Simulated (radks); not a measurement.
Results of a calculation; reference values are marked as such.
How relativity changes the ionisation of the samarium ion Sm+ ([Xe] 4f6 6s1) to Sm2+ ([Xe] 4f6). Spin-unpolarised spherical Kohn-Sham, PBE, point nucleus unless stated (finite: rms radius 5.0819 fm), a radial shooting solver on a logarithmic mesh with Libxc functionals. A level marked "c x" has the speed of light scaled by that factor and shares open shells by 2j + 1; other Dirac levels either fill j = l - 1/2 first or share by 2j + 1.

level                               E(Sm+) (hartree)  E(Sm2+) (hartree)  IE (eV)   HOMO  <r> HOMO (bohr)
non-rel.                                 -10037.3644        -10036.9800   10.460     6s            4.127
scalar-rel.                              -10426.9940        -10426.5865   11.089     6s            3.910
scalar-rel., finite nucleus              -10426.3103        -10425.9028   11.088     6s            3.910
Dirac, 2j+1 shares                       -10434.2873        -10433.8798   11.088  4f7/2            1.016
Dirac, low j first                       -10434.3554        -10433.9483   11.078  6s1/2            3.915
Dirac, 2j+1 shares, finite nucleus       -10433.5999        -10433.1924   11.087  4f7/2            1.016
Dirac, c x 0.85                          -10612.2427        -10611.8235   11.408  4f7/2            1.053
Dirac, c x 3                             -10077.5387        -10077.1521   10.518  6s1/2            4.105
Dirac, c x 100                           -10037.4002        -10037.0158   10.460  6s1/2            4.127

NIST Atomic Spectra Database: 11.08 eV (semi-empirical). The relativistic part of the total energy of Sm+ is -396.2 hartree (Dirac, 2j+1 shares, finite nucleus), 3.9 % of the non-relativistic value. Spin polarisation and multiplet splitting of open shells are left out at every level.

Beside tabulated values, note that relativity, absent from the non-relativistic runs, is large for the heavy elements, and spin-unpolarised runs miss the spin-polarisation part of the exchange energy of open shells.
